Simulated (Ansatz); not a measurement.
A run for Ansatz (an electronic-structure program): R-CCSD(T)/cc-pVTZ on BrFGe (SMILES [F][Ge][Br]), a point of a bond scan (R = 2.367 Å). The run froze 29 orbitals, filled d shells among them.

Ansatz 0.2 input:
```yaml
crystal:
  periodic: [false, false, false]
  atoms:
    - {symbol: Ge, position_ang: [0.54012837, -0.45604254, 0.81246222]}
    - {symbol: F, position_ang: [1.49051706, -1.32798058, -0.38782963]}
    - {symbol: Br, position_ang: [-0.87710746, 0.75843391, -0.64309499]}
basis:
  gaussian:
    orbitals: cc-pVTZ
    pivot_positions_ang: [[0.54012837, -0.45604254, 0.81246222], [1.49051706, -1.32798058, -0.38782963], [-0.87710746, 0.75843391, -0.64309499]]
magnetization: {spin_polarized: false}
correlation: {method: ccsd_t, electrons: outside_noble_gas}
scf: {lower_state_search: off}
output: {orbitals: {seedname: ./end}}
```

Q: Give the final energy of this run.

A: -4747.9734 hartree (reference determinant -4747.4310, T1 diagnostic 0.016).

Q: How many basis functions does it have, and what does it roughly cost on one machine?

A: 116 functions; roughly 6 core-seconds.
